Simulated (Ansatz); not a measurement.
Basis-set extrapolation for CH₄BNOS (`BNC(=O)S`) (PBE0-D4/def2-TZVP geometry, frozen core, Ansatz). Multiplicity 1, RHF reference.

```csv
,def2-TZVPP,def2-QZVPP
HF,-591.857542,-591.877624
MP2 correlation,-0.866212,-0.931625
CCSD(T) correlation,-0.939701,not run
```

Energies in hartree. Use E(X) = E(∞) + A·exp(−7.88·√X) for Hartree–Fock and E(X) = E(∞) + B·X^(−2.97) for correlation, with X = 3 and 4, and add CCSD(T) minus MP2 of the smaller set to the MP2 limit.

What is the CCSD(T) energy at the basis-set limit?

HF limit: -591.877624 + (-0.020082) × 0.13774 = -591.88039. MP2 limit: -0.931625 + (-0.065413) × 0.74074 = -0.98008. Higher-order term: -0.939701 − (-0.866212) = -0.07349. Total: -592.93396 hartree, 359.0 kJ/mol below CCSD(T)/def2-TZVPP.
